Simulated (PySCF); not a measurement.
A structure optimised at PBE-D3(BJ)/def2-TZVP, used in a PySCF frequency run:

```xyz
6

N      0.0000     0.0000    -2.2481
H     -0.8282     0.4781    -2.6130
H      0.8282     0.4781    -2.6130
H      0.0000    -0.9563    -2.6130
Au     0.0000     0.0000    -0.1513
Cl     0.0000     0.0000     2.0897
```
Charge 0, spin multiplicity 1.

Task: Write its SMILES, formula and point group.

Result: [NH3]->[Au][Cl], AuClH₃N, C3v

Task: What are its rotational constants (standard atomic weights)?

Result: 182.75, 2.0051, 2.0051 GHz
